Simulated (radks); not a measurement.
Results of a calculation; reference values are marked as such.
Question: Coherent X-ray form factor from a spherical all-electron density. Code: a radial shooting solver on a logarithmic mesh with Libxc functionals. Model: non-relativistic Kohn-Sham, SCAN, spin-polarised, spherical densities, point nucleus; meta-GGA in the generalised Kohn-Sham scheme.

| sin(theta)/lambda (1/angstrom) | f0 (electrons) |
|---|---|
| 0.05 | 43.344 |
| 0.1 | 41.544 |
| 0.15 | 39.000 |
| 0.2 | 36.143 |
| 0.25 | 33.295 |
| 0.3 | 30.650 |
| 0.4 | 26.257 |
| 0.5 | 23.032 |
| 0.6 | 20.660 |
| 0.8 | 17.195 |
| 1 | 14.299 |
| 1.25 | 11.129 |
| 1.5 | 8.724 |
| 2 | 6.131 |

The species is in the configuration that NIST lists as its ground one. Which atom or ion scatters so?

Answer: The rhodium ion Rh+, [Kr] 4d8. Extrapolating in s^2 from the first two rows gives f0(0) = 43.9, near the electron count 44; among species with that count, the fall with angle is slower the higher Z, and the table is that of Z = 45; from so few rows the species is fixed only to a neighbour or two.
